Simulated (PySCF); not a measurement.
**C₆ coefficients of unlike pairs at PBE**

Calculated with PySCF 2.14 from the dipole response of each species, C₆(A,B) = (3/π) ∫ α_A(iu) α_B(iu) du, in atomic units, from isotropic polarisabilities. For ions this is the dispersion term alone; charge-induced terms of lower order in 1/R come first.

| species | configuration | basis | relativity | α (bohr³) | C₆ (like pair) |
| --- | --- | --- | --- | --- | --- |
| Ru²⁺ | [Kr] 4d6 (5D) | def2-QZVPPD with the def2 core potential (28 electrons) (7s5p4d4f2g) | core potential | 8.484 | 45.80 |
| Be⁺ | [He] 2s1 (2S) | dyall-av2z (11s7p2d) | none | 21.69 | 57.98 |
| Ni⁺ | [Ar] 3d9 (2D) | aug-cc-pVTZ (8s7p5d3f2g) | none | 8.210 | 25.98 |
| Xe³⁺ | [Kr] 4d10 5s2 5p3 (4S) | aug-cc-pwCVDZ-PP with ECP28MDF (6s5p4d1f) | core potential | 9.471 | 54.71 |

**Question.** Estimate C₆ for Ni⁺ with Be⁺.

**Answer.** The integral gives 32.16. The combination rule 2 C_A C_B / (C_A α_B/α_A + C_B α_A/α_B) gives 33.26 and the geometric mean 38.82.

No spin-orbit coupling is included.

The other pairs:

```tsv
pair	C₆
Xe³⁺, Ru²⁺	49.91
Xe³⁺, Be⁺	43.14
Xe³⁺, Ni⁺	37.28
Ni⁺, Ru²⁺	34.10
Be⁺, Ru²⁺	38.48
```
